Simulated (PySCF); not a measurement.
Isomers of C3H9NSi, mass 87.050 u with the commonest isotopes. Level of theory: PBE0-D3(BJ)/def2-SVP geometry optimisation, gas phase (PySCF). One conformer each, none proved a minimum here; rigid rotors.

Question: Order these by radius of gyration √(Σ m r²/M), smallest first.
A. `[CH2:1]1[CH2:2][NH:3][SiH2:4][CH2:5]1` with C5–C1–C2–N3 42°, C1–C2–N3–Si4 -27°, C2–N3–Si4–C5 5°, N3–Si4–C5–C1 18°
B. `[CH3:1][CH2:2]/[CH:3]=[N:4]\[SiH3:5]` with C1–C2–C3–N4 125°
C. `[CH2:1]=[CH:2][CH2:3][SiH2:4][NH2:5]` with C1–C2–C3–Si4 100°, C2–C3–Si4–N5 49°, C3–Si4–N5–H 158° and -66°

Answer: A (1.491 Å), C (1.793 Å), B (1.919 Å).

Question: Order these by out-of-plane moment Σ m c² = (Ia + Ib − Ic)/2, smallest first.
A. `[CH2:1]=[CH:2][CH2:3][SiH2:4][NH2:5]` with C1–C2–C3–Si4 100°, C2–C3–Si4–N5 49°, C3–Si4–N5–H 158° and -66°
B. `[CH2:1]1[CH2:2][NH:3][SiH2:4][CH2:5]1` with C5–C1–C2–N3 42°, C1–C2–N3–Si4 -27°, C2–N3–Si4–C5 5°, N3–Si4–C5–C1 18°
C. `[CH3:1][CH2:2]/[CH:3]=[N:4]\[SiH3:5]` with C1–C2–C3–N4 125°

Answer: B (10.00 u·Å²), C (13.84 u·Å²), A (20.11 u·Å²).

Question: Order these by rotational constant C, largest first.
A. `[CH3:1][CH2:2]/[CH:3]=[N:4]\[SiH3:5]` with C1–C2–C3–N4 125°
B. `[CH2:1]=[CH:2][CH2:3][SiH2:4][NH2:5]` with C1–C2–C3–Si4 100°, C2–C3–Si4–N5 49°, C3–Si4–N5–H 158° and -66°
C. `[CH2:1]1[CH2:2][NH:3][SiH2:4][CH2:5]1` with C5–C1–C2–N3 42°, C1–C2–N3–Si4 -27°, C2–N3–Si4–C5 5°, N3–Si4–C5–C1 18°

Answer: C (2753 MHz), B (1945 MHz), A (1648 MHz).

| SMILES | point group | Ia (u·Å²) | Ib (u·Å²) | Ic (u·Å²) | κ | μa (D) | μb (D) | μc (D) |
| --- | --- | --- | --- | --- | --- | --- | --- | --- |
| CC/C=N\[SiH3] | C1 | 51.21 | 283.14 | 306.67 | -0.97 | 2.01 | 0.80 | 0.53 |
| C=CC[SiH2]N | C1 | 69.93 | 230.11 | 259.82 | -0.90 | 0.54 | 0.88 | 0.15 |
| C1CN[SiH2]C1 | C1 | 85.19 | 118.36 | 183.57 | -0.05 | 0.84 | 0.36 | 0.33 |
